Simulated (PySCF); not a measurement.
Sn(Cl)(Br)(OH)2 (BrClH2O2Sn), SMILES [OH][Sn]([Br])([Cl])[OH].

Geometry optimised at PBE0-D3(BJ)/def2-SVP. The structure was generated by enumeration; whether it is a known compound was not checked. The def2 effective core potentials stand for the cores of Sn; spin–orbit coupling is left out. One conformer was computed; it need not be the lowest.

Two levels are set side by side: PBE/def2-TZVP (PySCF) and ωB97X/def2-TZVP (PySCF). Same geometry, gas phase. Differences are taken from unrounded values.

```
quantity                      ωB97X    PBE  PBE minus ωB97X
---------------------------  ------  -----  ---------------
orbital gap (eV)              10.70   3.98            -6.72
highest occupied level (eV)  -11.40  -7.62             3.78
lowest empty level (eV)       -0.70  -3.64            -2.94
dipole moment (D)              1.64   1.60            -0.04
mean polarisability (bohr³)    74.0   79.0              5.0
```

PBE's occupied levels lie high since its potential decays too fast outside the molecule; exact exchange lowers them and widens the gap. Loosely held outer electrons make PBE densities more polarisable. Differences between two approximate levels are no errors against the true value.

Rough cost on one machine, each run with all the roots and properties that it gave: ωB97X against PBE within a factor of 2.
